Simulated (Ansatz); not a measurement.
`F/C=C(/Cl)Br` → Br• + 2 C• + Cl• + F• + H•  (atomization)

Program: Ansatz. Geometries: PBE0-D4/def2-TZVP. ΔE: electronic, gas phase. CBS: MP2 limit from def2 TZ/QZ plus the TZ coupled-cluster correction, frozen cores. This one scheme is used for every species, atoms too. DFT in def2-TZVPP. Open shells (•) are unrestricted, without spin–orbit coupling. Spin–orbit coupling would lower the free atoms: a little for C, Cl, F; clearly for Br. Bonds to Br are less sure, by a few kJ/mol each and by 10 to 20 or more in all where they break to atoms, as the def2 sets lack core-valence functions. Scalar relativity is left out up to krypton.

| level | ΔE (eV) |
| --- | --- |
| revPBE | 22.18 |
| CCSD/def2-TZVPP | 20.80 |

(1) What does CCSD(T)/CBS give? (An estimate is asked.)

Largest T1 diagnostic among the species: 0.010.

Results:

(1) Ansatz gave: +22.20 eV. The listed levels differ from it by -0.02, -1.40 eV.

From PBE to PBE0 (25 % exact exchange), in def2-TZVPP and without D4, ΔE moves by −0.90 eV: exact exchange takes away binding that semilocal exchange gives to molecules. Leaving LDA and LC-ωPBE aside and taking each functional with its dispersion term where it has one, the values, not all of them listed here, spread over 2.75 eV, from BHLYP-D4 to PBE-D4. LDA lies +3.75 eV from PBE without D4, its usual overbinding.

For atomizations the MP2-based limit and the directly extrapolated one differ by several kJ/mol either way, and by 10 to 25 for some Ge, Se and Sn compounds, so smaller differences from it don't rank the levels.
